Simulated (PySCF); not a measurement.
A species of formula C5H6F3N has this rotational fingerprint, computed with PBE0/def2-SVPD in PySCF (dipole) on a GFN2-xTB geometry, gas phase:

| Item | Value |
| --- | --- |
| Rotational constants | A = 4447, B = 641.6, C = 639.4 MHz |
| Dipole components | \|μa\| = 0.67 D, \|μb\| = 0.29 D, \|μc\| = 2.36 D |
| Inertial defect | -111.00 u·Å² |
| κ | -1.00 |

Question: Which candidate fits, each taken in the one conformer that was computed?
A. `[CH3:1]/[CH:2]=[N:3]/[CH:4]=[CH:5]\[C:6]([F:7])([F:8])[F:9]` with C2–N3–C4–C5 -72°
B. `[H]/[N:1]=[CH:2]\[CH:3]=[CH:4]\[CH2:5][C:6]([F:7])([F:8])[F:9]` with N1–C2–C3–C4 -179°, C3–C4–C5–C6 120°
C. `[H]/[N:3]=[C:2](/[CH3:1])[CH2:4][C:5]([F:6])=[C:7]([F:8])[F:9]` with C1–C2–C4–C5 85°, C2–C4–C5–F6 -80°
D. `FC([C@@H]1CC/C1=N\[H])(F)F`

Answer: B. It is [H]/N=C\C=C\CC(F)(F)F, point group C1. The candidates at the same level (rigid rotor, commonest isotopes):

```tsv
SMILES	A (MHz)	B (MHz)	C (MHz)	μa (D)	μb (D)	μc (D)	Δ (u·Å²)	point group	rotor
C/C=N/C=C\C(F)(F)F	3024	1065	935.6	2.73	1.06	1.07	-101.57	C1	asymmetric top
[H]/N=C(/C)CC(F)=C(F)F	2573	1074	854.1	0.43	0.41	2.12	-75.38	C1	asymmetric top
[H]/N=C\C=C\CC(F)(F)F	4447	641.6	639.4	0.67	0.29	2.36	-111.00	C1	–
[H]/N=C1\CC[C@H]1C(F)(F)F	2604	1428	1147	3.06	2.33	0.21	-107.40	C1	asymmetric top
```

`C/C=N/C=C\C(F)(F)F` has B 66 % too high; `[H]/N=C(/C)CC(F)=C(F)F` has B 67 % too high; `[H]/N=C1\CC[C@H]1C(F)(F)F` has B 123 % too high. No structure here is proved a minimum.
